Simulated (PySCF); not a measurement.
# Bond length, frequency and bond energy of MgCd by level of theory

State: ¹Σ⁺ (singlet), closed shell. Set-up: Mg def2-SVPD, Cd def2-SVPD with ECP28; scalar-relativistic core potentials (PySCF 2.14). De refers to Mg + Cd in their ground configurations, without counterpoise correction. A positive dipole means Mg(−)Cd(+). Levels whose curve was spin-contaminated or gave no clean fit are not listed.

```csv
Level,Re (Å),ωe (cm⁻¹),De (eV),μ (D)
RHF-MP2,3.856,41.0,0.058,n/a
RHF-CCSD(T),4.045,32.0,0.039,n/a
PBE,3.452,72.2,0.109,-0.01
PBEsol,3.321,86.7,0.160,-0.04
r²SCAN,3.390,77.5,0.103,-0.06
TPSSh,3.521,62.3,0.076,0.17
r²SCANh,3.436,72.7,0.092,-0.05
PBE0,3.559,63.0,0.083,0.03
HSE06,3.513,67.4,0.096,-0.02
```

Which functional lies closest to RHF-CCSD(T) in De, which farthest, and by how much do they differ from it?

Closest is TPSSh (-52.4 pm in Re, +94.7 % in ωe, +0.04 eV in De against RHF-CCSD(T) in the same basis), farthest PBEsol (-72.4 pm in Re, +170.9 % in ωe, +0.12 eV in De). CCSD(T) converges more slowly with the basis than the functionals do and binds too weakly in this one, so the order can change at the basis-set limit.

What does a quarter of exact exchange do here, going from PBE to PBE0?

PBE0 less PBE: +10.7 pm in Re, -12.7 % in ωe, -0.03 eV in De. Exact exchange removes part of the self-interaction that spreads semilocal densities, and in most molecules shortens and stiffens the bond and lowers De; here Re and ωe go the other way.

What does the step from GGA to meta-GGA do here, going from PBE to r²SCAN?

r²SCAN less PBE: -6.2 pm in Re, +7.3 % in ωe, -0.01 eV in De. 

Correlated steps freeze 1 core orbital. Closed-shell solutions of metal pairs were not tested for spin polarisation, which can lower them a little. The bond is weak. Basis-set superposition, not corrected here, can be much of De in a small basis, most of all at correlated wavefunction levels. Functionals without a dispersion term scatter widely for such bonds, and LDA overbinds them.
